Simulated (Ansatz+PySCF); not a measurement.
The numbers below are computed, except where a source is named.
## PySCF 2.14.0 run

```python
from pyscf import gto, scf

mol = gto.M(atom="""
V 0.000000 0.000000 0.000000
O 0.000000 0.000000 1.589000
""", basis='def2-svp', charge=0, spin=3)
mf = scf.UHF(mol)
mf.init_guess = 'atom'
mf.kernel()
while True:  # follow internal instabilities
    mo, _, stable, _ = mf.stability(return_status=True)
    if stable: break
    mf.kernel(mf.make_rdm1(mo, mf.mo_occ))
print(mf.converged, mf.e_tot, mf.spin_square()[0])
```

The script is written out from the run's settings.

The run gave:

```
Converged                       : yes
Total energy                    : -1017.52980 hartree
Spin squared of the determinant : 4.266
```

Caution: other spin multiplicities were not run; the unrestricted determinant is spin contaminated.
